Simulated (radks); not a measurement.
Numerical settings for the nitrogen ion N2+, [He] 2s2 2p1. All-electron calculation, non-relativistic Kohn-Sham, TPSS, spin-unpolarised, spherical densities, point nucleus; meta-GGA in the generalised Kohn-Sham scheme. Program: a radial shooting solver on a logarithmic mesh with Libxc functionals. The defaults (mesh step 0.008 in ln r, mesh end at 40 bohr or more with all orbitals vanishing there, Anderson mixing 0.5 over 9 steps, residual threshold near 1e-9 with the energy settled to 1e-9 hartree or 1e-11 of itself, here a cap of 51 iterations) give E = -52.928 hartree and 2p at -37.358 eV in 15 iterations. Times are rough (one thread of a shared host). Changes against that run (0 stands for a change within the tolerance of the run):

setting                    iterations  converged  E (mhartree)  e(2p) (meV)  CPU (s)
mesh step in ln r 0.08             18        yes       -0.0633        -0.38     0.03
mesh step in ln r 0.005            16        yes             0            0     0.14
mesh step in ln r 0.03             10        yes             0            0     0.02
mesh end (bohr) 12                 15        yes             0            0     0.09
mesh end (bohr) 3                  15        yes         +53.2    +1.52e+03     0.08
residual threshold 0.001            8        yes             0       -0.324     0.05
residual threshold 0.01             8        yes             0       -0.324     0.05
mixing 1.5                         15        yes             0            0     0.09
linear mixing, mixing 1            51         no             0            0     0.23
linear mixing, mixing 0.2          51         no             0      -0.0823     0.25
mixing history 3                   43        yes             0            0     0.22
iteration cap 2                     2         no         +52.1     -1.5e+04     0.01

Settings that end as converged yet miss the energy by more than 1 mhartree: mesh end (bohr) 3 (+0.0532 hartree). A mesh that ends early acts as a hard wall.
